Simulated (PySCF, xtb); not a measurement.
B(CF3)(H)2 (CH2BF3), SMILES BC(F)(F)F.

GFN2-xTB run with xtb at its own geometry gives an orbital gap of 3.47 eV and a dipole moment of 3.03 D.

Coordinates come from a B3LYP-D3(BJ)/def2-SVP optimisation.

**Question.** What does CAM-B3LYP/def2-TZVP run with PySCF give? (The exact figures need the calculation; the answer reports its results.)

**Answer.** gap 10.04 eV (levels -11.68 and -1.63 eV), dipole 1.91 D.
